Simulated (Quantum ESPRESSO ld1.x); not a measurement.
Question: Ta, 73 electrons, occupied as [Xe] 4f14 5d3 6s2. All-electron calculation, scalar-relativistic Kohn-Sham, LDA (Slater exchange, Perdew-Zunger correlation), spin-polarised, spherical densities, point nucleus; open shells are filled with parallel spins first. Program: ld1.x of Quantum ESPRESSO 7.5. Some entries of the table are withheld. Estimate them.

orbital,occ.,eigenvalue (eV),<r> (bohr),<1/r> (bohr^-1)
1s down,1,-67314.5,0.01867,85.40
1s up,1,-67314.5,0.01867,85.40
2s up,1,-11566.4,0.07899,19.95
2s down,1,-11566.3,0.07899,19.95
2p up,3,-10139.7,0.07059,18.14
2p down,3,-10139.6,0.07059,18.14
3s up,1,-2648.95,0.2050,7.382
3s down,1,-2648.92,0.2050,7.382
3p up,3,-2224.70,0.2050,6.832
3p down,3,-2224.66,0.2050,6.832
3d up,5,-1728.87,0.1857,6.462
3d down,5,-1728.81,0.1857,6.462
4s up,1,-539.258,0.4590,3.136
4s down,1,-539.175,0.4590,3.136
4p up,3,-400.027,0.4880,2.852
4p down,3,-399.942,0.4880,2.852
4d up,5,-221.830,0.5234,2.532
4d down,5,-221.723,0.5232,2.533
5s up,1,-73.4214,1.102,1.212
5s down,1,-72.4990,1.097,1.218
5p up,3,-39.9357,1.298,1.011
5p down,3,-38.7190,1.291,1.018
4f up,7,-24.8287,0.6413,2.000
4f down,7,-24.5781,0.6375,2.006
6s up,1,(1),(2),0.3927
6s down,1,(3),(4),0.3733
5d up,3,(5),2.213,0.6001
5d down,0,(6),2.336,0.5815

Answer: 
(1) 6s up eigenvalue (eV): -5.9920
(2) 6s up <r> (bohr): 3.223
(3) 6s down eigenvalue (eV): -5.0162
(4) 6s down <r> (bohr): 3.383
(5) 5d up eigenvalue (eV): -4.3006
(6) 5d down eigenvalue (eV): -2.8946
